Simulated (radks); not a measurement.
Results of a calculation; reference values are marked as such.
Neutral lead inside a hard spherical wall (all orbitals vanish at R), configuration held at [Hg] 6p2 and not refilled when levels cross. Code: a radial shooting solver on a logarithmic mesh with Libxc functionals. Model: scalar-relativistic Kohn-Sham, PBE, spin-unpolarised, spherical densities, finite nucleus; Fermi nuclear charge, rms radius 5.5012 fm. Eigenvalues in eV, with the zero of energy where the potential of the charges vanishes at infinity; a dash marks a level that is unbound or too diffuse for the functional's potential to be trusted. A positive occupied level is held by the wall or, in an anion where self-interaction has pushed it up, behind a barrier. The pressure on the wall is -dE/dV.

R (bohr)  E (hartree)  kinetic (hartree)    e(5p)    e(5d)    e(6s)   e(6p)  e(7s, empty)  e(6d, empty)  pressure (GPa)
free      -20876.0597          23578.153  -85.845  -21.184  -12.028  -3.499             -             -               0
20        -20876.0597          23578.153  -85.845  -21.184  -12.028  -3.499        -0.571         0.608        < 0.0001
8         -20876.0523          23578.201  -85.450  -20.794  -11.697  -3.149         1.833         3.321           0.262
6         -20876.0046          23578.446  -84.267  -19.641  -10.741  -1.868         7.363         7.127            3.78
4         -20875.4769          23580.822  -78.860  -14.560   -5.556   5.996        34.544        23.199             116
3.5       -20874.8692          23583.418  -74.992  -10.982   -0.990  12.676        54.729        34.803             342
2.5       -20869.4150          23605.176  -54.839    8.905   31.105  56.122        164.92        98.218            4920
1.5       -20804.1761          23825.855   51.096   135.34   299.29  368.67        782.98        458.34          217000
